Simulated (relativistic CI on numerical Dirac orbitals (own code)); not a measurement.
Computed by Dirac-Coulomb-Breit CI, orbitals from a KLI potential per configuration, model QED, unscaled Slater integrals (own radial code, finite nucleus).

The strongest absorption lines from the ground level of an ion, among the configurations computed and to levels below about 13400 eV (vacuum wavelength in Å, gf): 0.9249 (0.045), 0.9291 (0.026), 1.0262 (0.11), 1.0365 (0.065), 1.3445 (0.39), 1.3876 (0.27), 11.005 (0.21), 75.106 (0.014).

Task: Which ion is it?
A. Ho LXVII
B. Hf LXX
C. Ho LXV
D. Ir LXXV

Result: C. Ho LXV has 3 electrons and the ground level 2s 2S_1/2; the strongest line goes to 3p 2P°_3/2. The pattern of lines fixes the number of electrons, and along that sequence the line energies rise steadily with the charge (about as its square where n changes within one kind of shell, about linearly where n is kept but much faster in heavy ions where fine structure, which grows about as Z⁴, sets the gap, and irregularly where shells cross), which fixes Z. Configurations outside the model, such as inner-shell arrays, can give stronger lines. At this charge energies of transitions that change n are usually good to better than 1 %, and those within a shell (Δn = 0) to a few per cent.
